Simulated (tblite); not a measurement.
Input of a run (GFN2-xTB geometry optimisation, gas phase (tblite 0.8.0)), started from a force field or distance geometry:
```
{"job": {"kind": "relax", "xc": "GFN2-xTB", "basis": "xTB"}, "charge": 0, "multiplicity": 2}
F      2.237900    -1.284600    -0.592800
C      1.104400    -0.612100    -0.280000
C      1.184300     0.753500    -0.199700
C     -0.012600     1.367400     0.122900
N     -1.152600     0.684500     0.383800
C     -1.085600    -0.652700     0.274300
F     -2.203800    -1.338300     0.513200
N      0.016800    -1.349300    -0.035300
H     -0.075400     2.437600     0.215700
```

Output (eV, eV/Å):
```
step      E/eV     max force
  0    -660.43597    2.045
  1    -660.56554    1.060
  2    -660.60703    0.604
  3    -660.62641    0.422
  4    -660.63894    0.249
  5    -660.64127    0.119
  6    -660.64242    0.109
  7    -660.64346    0.097
  8    -660.64397    0.059
  9    -660.64420    0.042
 10    -660.64432    0.034
 11    -660.64437    0.020
 12    -660.64438    0.006
```

Summarise the run.

The energy falls by 20.1 kJ/mol over 12 L-BFGS steps, the largest force on an atom goes from 2.04 to 0.006 eV/Å, and the atoms move by 0.049 Å rms after alignment. The bond that changes most is F1–C2 (ends: fluorine bonded to C; carbon bonded to C, F and N), which shortens by 0.038 Å. Bonds longer at the end by more than 0.005 Å: 0 of 9; shorter: 7. Among the angles that change most is F1–C2–C3, from 117.4° to 123.6°. The energy never rose by more than 1e-5 eV on the way. The first step brought 62 % of the lowering.

What are the final bond lengths?

F1–C2 1.317 Å, C2–C3 1.374 Å, C3–C4 1.365 Å, C4–N5 1.335 Å, N5–C6 1.312 Å, C6–F7 1.318 Å, C6–N8 1.318 Å, C2–N8 1.321 Å, C4–H9 1.079 Å. Numbering counts from 1 in the input's order; the species is `FC1=NC(F)=NC=[C]1` [radical].

Its GFN2-xTB frequencies are all real (lowest 189 cm⁻¹).

All values are computed, not measured.
